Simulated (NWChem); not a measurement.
System: C4H3F; SMILES C#C/C=C\F

Task: Give the equilibrium geometry at PBE-D3(BJ)/def2-SVP (NWChem) as a Z-matrix, with the point group.

Result: point group Cs; any orientation.
```
C
C 1 1.3527
F 2 1.3340 1 122.88
H 2 1.1025 3 113.26 1 180.00
H 1 1.1031 2 116.41 4 0.00
C 1 1.4182 5 118.64 2 180.00
C 6 1.2264 5 152.03 1 180.00
H 7 1.0808 5 162.59 1 180.00
```
